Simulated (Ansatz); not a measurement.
Born–Oppenheimer molecular dynamics of ClFGeH$_{2}$ (5 atoms, charge 0, multiplicity 1). It starts at the highest image of a converged band, a first-order saddle point between two minima.

Method: RKS PBE0/def2-SVP (Ansatz).

```json
{
 "ensemble": "NVE (velocity Verlet)",
 "time step": "0.5 fs",
 "steps asked": "200",
 "starting velocities drawn for": "300 K",
 "seed": "11831"
}
```

First frame:

```xyz
5
Properties=species:S:1:pos:R:3
Ge -0.259 0.041 0.342
H 0.973 -0.066 1.401
F 1.743 -0.009 0.363
H -0.573 1.198 -0.642
Cl -0.883 -1.711 -0.757
```

(1) How far do the bonds stretch over the last three quarters of this one trajectory? (Pairs bonded in most of those frames.)

Answers

(1) 
```tsv
bond	mean (Å)	spread (Å)	shortest	longest
Ge1–H4	1.603	0.037	1.54	1.66
Ge1–Cl5	2.216	0.042	2.15	2.27
H2–F3	0.945	0.069	0.84	1.04
```

Mean temperature of the second half: 1789 K. The conserved energy stayed within 1.5 meV per atom of its start (net change 0.46 meV per atom), so the integration is sound. The kinetic energy rose, since the run started high on the potential surface and went downhill. It ends in pieces (ClGeH + FH), so much of that is their flight and rotation, not heat. A run of 0.1 ps of so small a system gives no equilibrium averages. The orbitals stay closed-shell, which can raise the energy where a bond breaks towards radicals; this wasn't checked here.

The run took 5.7 min on 1 thread of Intel(R) Xeon(R) Platinum 8488C (Sapphire Rapids) (shared host), peak memory 0.16 GiB.
